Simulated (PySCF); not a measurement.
NICS in isomers of C6H5ClOSi.

NICS = −σ at a ghost point: NICS(0) at the centroid of the ring atoms, NICS(1) 1 Å to either side along the normal of their mean plane, zz for the tensor component along that normal. Level: GIAO PBE0/pcSseg-1 (PySCF, non-relativistic, gas phase) on the GFN2-xTB geometries, one conformer each. Atom numbers follow the mapped SMILES.

Question: Order these rings by mean NICS(1)zz, lowest (most negative) first (ppm).
A. ring C3–C4–C5–C6–C7 in `[Cl:1][C:2]1=[C:3]2[CH:4]=[CH:5][CH:6]=[C:7]2[O:8][SiH2:9]1`
B. ring C4–C5–O6–C7 in `[CH:1]#[C:2][SiH2:3][C:4]1=[CH:5][O:6]/[C:7]1=[CH:8]/[Cl:9]`
C. ring C3–C4–O5–C6–Si9 in `[CH:1]#[C:2][C:3]1=[CH:4][O:5]/[C:6](=[CH:7]\[Cl:8])[SiH2:9]1`

Answer: C (-1.3), B (3.0), A (6.0).

```tsv
SMILES	ring	NICS(0)	NICS(1)	NICS(1)zz	HOMA	rms pucker (Å)	ring atoms with four or more neighbours
C#CC1=CO/C(=C\Cl)[SiH2]1	5-membered ring with O and Si; formal bonds 1 double, 4 single	-3.0	-2.9	-1.3	–	0.00	1
C#C[SiH2]C1=CO/C1=C/Cl	4-membered ring with O; formal bonds 1 double, 3 single	0.5	-1.4	3.0	-1.03	0.00	0
ClC1=C2C=CC=C2O[SiH2]1	5-membered carbocycle; formal bonds 2 double, 3 single	2.8	-0.5	6.0	0.03	0.00	0
```

NICS(0) gives the same order. The isotropic NICS(1) gives the same order. HOMA uses Krygowski's 1993 parameters; it is left out where a ring has a four-coordinate atom, a triple bond, no multiple bond or a kind of bond without parameters. NICS(1) and NICS(1)zz are means over the two faces.
